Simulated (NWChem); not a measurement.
System: C4H5O3, doublet; SMILES O1[CH]C(C)OC1=O

The following NWChem deck was run.

```
start job
memory heap 200 mb stack 900 mb global 1100 mb
geometry units angstroms noautosym nocenter noautoz
  C     -0.558304     2.129864     0.514114
  C     -0.086333     1.075334    -0.470521
  C      1.278068     0.515964    -0.215133
  O      1.136595    -0.785484     0.154466
  C     -0.170483    -1.159362     0.011618
  O     -0.578149    -2.253066     0.207263
  O     -0.894016    -0.100338    -0.376865
  H      0.063749     3.032758     0.422037
  H     -1.602147     2.405862     0.306775
  H     -0.487404     1.758257     1.546931
  H     -0.189924     1.461938    -1.501541
  H      2.150368     1.040508     0.173670
end
basis spherical
  C library def2-svp
  O library def2-svp
  H library def2-svp
end
dft
  odft
  mult 2
  xc pbe0
  iterations 150
end
cosmo
  do_cosmo_smd true
  solvent anisole
end
task dft energy
```

Geometry: optimised at PBE0/def2-SVP, spin-unrestricted. No frequency run checked for a minimum. No stability test was run on the SCF state. Solvent: anisole.

Level: PBE0/def2-SVP with SMD (1 M gas to 1 M solution), gas-phase geometry. Reactions with the solvent are ignored.

**Question.** Predict the main results of this run. (PBE0/def2-SVP, spin-unrestricted, SMD on the gas-phase geometry.) Quantities: solvation free energy (kcal/mol); cavity-dispersion-structure term (kcal/mol); dipole in solution (D).

**Answer.** 
| Item | Value |
|---|---|
| solvation free energy (kcal/mol) | -6.0 |
| cavity-dispersion-structure term (kcal/mol) | -1.1 |
| dipole in solution (D) | 5.70 |
